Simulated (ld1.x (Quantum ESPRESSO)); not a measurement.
# Reading a pseudo-wave (tin)

Columns: radius, all-electron u(r) and pseudo u(r) of the 4d shell (level -25.77 eV) of tin in the configuration [Kr] 4d10 5s2 5p2; Wu–Cohen, scalar-relativistic, TM semilocal scheme, ld1.x (Quantum ESPRESSO) 7.5.

```
r (bohr)  all-electron   pseudo
   0.108        0.3331  -0.0102
   0.215        0.5384  -0.0742
   0.322        0.2681  -0.2192
   0.430       -0.1732  -0.4340
   0.538       -0.5651  -0.6695
   0.645       -0.8325  -0.8676
   0.752       -0.9793  -0.9938
   0.860       -1.0317  -1.0415
   0.968       -1.0191  -1.0254
   1.075       -0.9676  -0.9704
   1.182       -0.8953  -0.8959
   1.290       -0.8130  -0.8131
   1.398       -0.7290  -0.7290
   1.505       -0.6485  -0.6485
   1.612       -0.5731  -0.5731
   1.720       -0.5033  -0.5033
   1.828       -0.4405  -0.4405
   1.935       -0.3848  -0.3848
   2.042       -0.3355  -0.3355
   2.150       -0.2916  -0.2916
   2.258       -0.2531  -0.2531
   2.365       -0.2198  -0.2198
   2.472       -0.1907  -0.1907
   2.580       -0.1651  -0.1651
   2.688       -0.1428  -0.1428
   2.795       -0.1237  -0.1237
```

Problem. How many radial nodes do the two functions have?

Solution. The all-electron 4d function has n − l − 1 = 1; the pseudo-wave has 0, since the states of the same l below it are removed with the core.

Problem. At about which radius was the pseudo-wave matched?

Solution. 1.40 bohr. The columns agree to 0.0005 from 1.29 bohr on; several derivatives are matched, so the curves merge somewhat inside the radius.

Problem. Is the pseudo-wave norm-conserving?

Solution. Yes: the TM semilocal scheme keeps the norm inside the radius equal to the all-electron one, which fixes the energy derivative of the logarithmic derivative at the level.
